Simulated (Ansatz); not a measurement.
Species: C$_{2}$HBrF$_{2}$, charge 0, singlet. C2HBrF2 (SMILES Br/C(F)=C/F).
B3LYP-D3(BJ)/def2-TZVP minimum from Ansatz (a program for electronic structure):
```xyz
6

F     -2.6493     0.8942    -0.0330
C     -1.6307     0.0235    -0.0479
C     -0.3768     0.4440     0.0119
F     -0.0577     1.7312     0.0889
Br     1.0950    -0.7263    -0.0050
H     -1.9152    -1.0144    -0.1108
```
Charge 0, spin multiplicity 1.

Total energies in hartree (Ansatz). Radicals and triplets start from unrestricted determinants; spin-orbit coupling is neglected. Cores are frozen in correlated methods (noble-gas shells, and filled d and f shells in the p block). No relativity. For partners of very few electrons the exact lower level stands in for a higher one. Spin-orbit terms, left out, reach several kcal/mol for Br and I, and more for heavier atoms.

| species | HF/cc-pVTZ | CCSD(T)/cc-pVTZ | HF/cc-pVQZ | CCSD(T)/cc-pVQZ | CCSD(T)/cc-pVDZ | CCSDT(Q)/cc-pVDZ |
|---|---|---|---|---|---|---|
| 1: C2HBrF2 ((E)-1-bromo-1,2-difluoroethene, SMILES F/C=C(\F)Br) | -2847.70317 | -2848.73321 | -2847.72805 | -2848.84114 | -2848.32347 | -2848.32631 |
| 2: F (doublet) | -99.40552 | -99.62036 | -99.41377 | -99.65026 | -99.52757 | -99.52776 |
| 3: C (triplet) | -37.69157 | -37.78076 | -37.69331 | -37.78654 | -37.76038 | -37.76071 |
| 4: Br (doublet) | -2572.44509 | -2572.60263 | -2572.44802 | -2572.62195 | -2572.47590 | -2572.47619 |
| 5: H (doublet) | -0.49981 | -0.49981 | -0.49995 | -0.49995 | -0.49928 | -0.49928 |

### Question
Work out the atomisation energy (electronic, to ground-state atoms) in kJ/mol: take Hartree-Fock from cc-pVQZ, extrapolate the CCSD(T) correlation energy as X^-3 (X = 3, 4), and add CCSDT(Q) - CCSD(T) in cc-pVDZ. 1 hartree = 2625.5 kJ/mol.

### Answer

Species 1: correlation (64·(-1.11309) - 27·(-1.03004))/37 = -1.17369; step -0.00284; E1 = -2847.72805 + (-1.17369) + (-0.00284) = -2848.90458
Species 2: correlation (64·(-0.23649) - 27·(-0.21484))/37 = -0.25229; step -0.00019; E2 = -99.41377 + (-0.25229) + (-0.00019) = -99.66625
Species 3: correlation (64·(-0.09323) - 27·(-0.08919))/37 = -0.09618; step -0.00033; E3 = -37.69331 + (-0.09618) + (-0.00033) = -37.78982
Species 4: correlation (64·(-0.17393) - 27·(-0.15754))/37 = -0.18589; step -0.00029; E4 = -2572.44802 + (-0.18589) + (-0.00029) = -2572.63420
Species 5: correlation (64·(0.00000) - 27·(0.00000))/37 = 0.00000; step +0.00000; E5 = -0.49995 + (0.00000) + (+0.00000) = -0.49995
-1·E1 +2·E2 +2·E3 +1·E4 +1·E5 = 0.85829 hartree = 2253.4 kJ/mol.
